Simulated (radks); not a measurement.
Values are calculated unless marked as measured or tabulated.
Problem. Radial electron density D(r) = 4 pi r^2 rho(r) of an atom or ion with 2 electrons. Level of theory: scalar-relativistic Kohn-Sham, PBE, spin-polarised, spherical densities, finite nucleus; Fermi nuclear charge, rms radius of each element as measured or else 0.836 A^(1/3) + 0.57 fm (a radial shooting solver on a logarithmic mesh with Libxc functionals).

```
   r/bohr * D(r) (the largest magnitude, 1.71, reaches the edge; | marks zero)
  0.02719 |*
  0.02945 |*
  0.03191 |*
  0.03456 | *
  0.03744 | *
  0.04056 | *
  0.04394 | *
   0.0476 |  *
  0.05156 |  *
  0.05586 |   *
  0.06051 |   *
  0.06555 |    *
  0.07101 |     *
  0.07692 |     *
  0.08333 |      *
  0.09027 |       *
  0.09779 |         *
   0.1059 |          *
   0.1148 |           *
   0.1243 |             *
   0.1347 |               *
   0.1459 |                 *
    0.158 |                   *
   0.1712 |                     *
   0.1855 |                        *
   0.2009 |                          *
   0.2176 |                             *
   0.2358 |                                *
   0.2554 |                                  *
   0.2767 |                                     *
   0.2997 |                                        *
   0.3221 |                                           *
   0.3489 |                                             *
    0.378 |                                                *
   0.4094 |                                                  *
   0.4435 |                                                    *
   0.4805 |                                                     *
   0.5205 |                                                      *
   0.5638 |                                                      *
   0.6108 |                                                      *
   0.6617 |                                                     *
   0.7168 |                                                   *
   0.7765 |                                                 *
   0.8412 |                                              *
   0.9112 |                                           *
   0.9871 |                                       *
    1.069 |                                   *
    1.158 |                               *
    1.255 |                          *
    1.359 |                      *
    1.473 |                  *
    1.595 |               *
    1.728 |           *
    1.872 |         *
    2.028 |      *
    2.197 |    *
     2.38 |   *
    2.578 |  *
    2.793 | *
    3.025 |*
    3.277 |*
     3.55 *
    3.846 *
```

What is the nuclear charge?

Solution. Z = 2. The innermost maximum, from 1s, lies near gamma/Z bohr with gamma = sqrt(1 - (Z/c)^2) = 1.000, here 0.5 bohr (found: 0.559), and its height grows with Z. The density is that of neutral helium in [He]; the configuration itself is not fixed sharply by these data. D(r) has 1 maximum, at r = 0.559 bohr.
